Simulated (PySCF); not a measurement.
Computed shifts of a molecule C2H12OSi3, PBE0/pcSseg-1 (PySCF), GIAO, gas phase, atoms alike by connectivity averaged where their shifts nearly agree, in ppm (number of nuclei): ¹³C: 66.8 (1), 24.1 (1). ²⁹Si: -16.4 (1), -58.6 (1), -112.6 (1). ¹H: 5.69 (1), 5.50 (1), 4.12 (3), 3.84 (1), 3.82 (3), 1.71 (3). References: ¹³C against TMS (σ = 186.3 ppm); ²⁹Si against TMS (σ = 352.7 ppm); ¹⁷O against H2O (σ = 334.2 ppm); ¹H against TMS (σ = 31.56 ppm), references at their B3LYP-D3(BJ)/def2-TZVP geometries, non-relativistic. Geometry optimised at B3LYP-D3(BJ)/def2-SVP. Other conformers were not sampled.

Q: Which structure fits?
A) C[SiH2]CO[SiH2][SiH3]
B) C[C@@H]([SiH3])O[SiH2][SiH3]
C) C[Si](C)([SiH3])[SiH2]O
D) CC[SiH2]O[SiH2][SiH3]

A: B, C[C@@H]([SiH3])O[SiH2][SiH3]
